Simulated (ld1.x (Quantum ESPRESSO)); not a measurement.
**nickel PAW: all-electron and pseudo phase curves**

```
Element                 : Ni
Generator               : ld1.x (Quantum ESPRESSO) 7.5
Type                    : PAW
Functional              : LDA (PZ)
Relativity              : scalar-relativistic
Frozen core             : [Ne] 3s2
Valence charge          : 16
Reference configuration : 3p6 3d8 4s0.5 4p0 (charge +1.5)
Partial waves           : 4s (bound): rcut 1.85, rcutus 1.95 bohr; 4s channel at 0.7 Ry: rcut 1.85, rcutus 1.95 bohr; 3p (bound): rcut 1.40, rcutus 1.55 bohr; 4p (bound, empty): rcut 1.40, rcutus 1.55 bohr; 3d (bound): rcut 0.90, rcutus 1.15 bohr; 3d channel at -0.25 Ry: rcut 0.90, rcutus 1.15 bohr
Local potential         : all-electron potential smoothed inside 1.60 bohr (lloc = -1)
Core correction         : Bessel-smoothed model core inside 0.85 bohr
Augmentation charge     : PSQ, inside the norm-conserving radii
```

The phase is arctan(r·u′/u) with u = r·R(r), unwrapped; energies in Ry, scanned from -8 to 5 Ry. A pole is an energy at which the radial function vanishes at the test radius. The pseudo phase is shifted by a multiple of π to meet the all-electron one at the reference energy, and phase errors are pseudo minus all-electron; the curves can meet again beyond the range given. Levels narrower than the energy grid can be missing from the lists of poles.

For each channel, where are the poles, and over which energies does the pseudopotential scatter like the atom?

```json
{"channel": "s", "radius (bohr)": "2.14", "reference energy (Ry)": "-1.30", "poles, all-electron": "1.96", "poles, pseudo": "1.94, 2.87", "unbroken range about the reference energy with phases within 0.05 rad": "below 2.7", "phase error 1 Ry above the reference energy (rad)": "-0.000"}
{"channel": "p", "radius (bohr)": "2.14", "reference energy (Ry)": "-0.84", "poles, all-electron": "-6.25, 3.25", "poles, pseudo": "-6.25, 3.18", "unbroken range about the reference energy with phases within 0.05 rad": "the whole range", "phase error 1 Ry above the reference energy (rad)": "-0.002"}
{"channel": "d", "radius (bohr)": "2.14", "reference energy (Ry)": "-1.72", "poles, all-electron": "-1.50", "poles, pseudo": "-1.50", "unbroken range about the reference energy with phases within 0.05 rad": "the whole range", "phase error 1 Ry above the reference energy (rad)": "+0.000"}
```

Phases in the d channel:

| E (Ry) | all-electron | pseudo |
| --- | --- | --- |
| -8.00 | 1.398 | 1.398 |
| -7.52 | 1.391 | 1.391 |
| -7.04 | 1.385 | 1.385 |
| -6.56 | 1.377 | 1.377 |
| -6.08 | 1.368 | 1.368 |
| -5.60 | 1.358 | 1.358 |
| -5.12 | 1.346 | 1.346 |
| -4.64 | 1.332 | 1.332 |
| -4.16 | 1.314 | 1.314 |
| -3.68 | 1.290 | 1.290 |
| -3.20 | 1.256 | 1.256 |
| -2.72 | 1.196 | 1.196 |
| -2.24 | 1.036 | 1.035 |
| -1.76 | -0.900 | -0.900 |
| -1.28 | -1.707 | -1.706 |
| -0.80 | -1.841 | -1.841 |
| -0.32 | -1.939 | -1.939 |
| 0.16 | -2.059 | -2.059 |
| 0.64 | -2.252 | -2.252 |
| 1.12 | -2.627 | -2.627 |
| 1.60 | -3.316 | -3.315 |
| 2.08 | -3.948 | -3.947 |
| 2.56 | -4.270 | -4.269 |
| 3.04 | -4.435 | -4.434 |
| 3.52 | -4.533 | -4.532 |
| 4.00 | -4.598 | -4.597 |
| 4.48 | -4.646 | -4.645 |
| 4.96 | -4.684 | -4.683 |
